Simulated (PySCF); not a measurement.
TeFBr, SMILES F[Te]Br. Geometry optimised at B3LYP-D3(BJ)/def2-TZVP. The def2 effective core potentials stand for the cores of Te; spin–orbit coupling is left out.

The numbers are results of B3LYP-D3(BJ)/def2-TZVP run with PySCF, not measurements.

Harmonic wavenumbers (cm⁻¹): 144, 260, 603. Rotational constants (GHz): 8.853, 1.499, 1.282; symmetry number 1.

Q: Work out the zero-point energy and the ideal-gas rigid-rotor harmonic-oscillator thermochemistry at 298.15 K and 1 atm.

A: ZPE = ½ Σ hcν = ½ × 1007 cm⁻¹ = 6.02 kJ/mol. H − E(el) = 19.31 kJ/mol. Entropy in J/(mol K): translation 176.38, rotation 114.38, vibration 20.32, total 311.07. G − E(el) = -73.44 kJ/mol. Cp = 52.84 J/(mol K). Modes under 150 cm⁻¹ make the vibrational entropy uncertain.
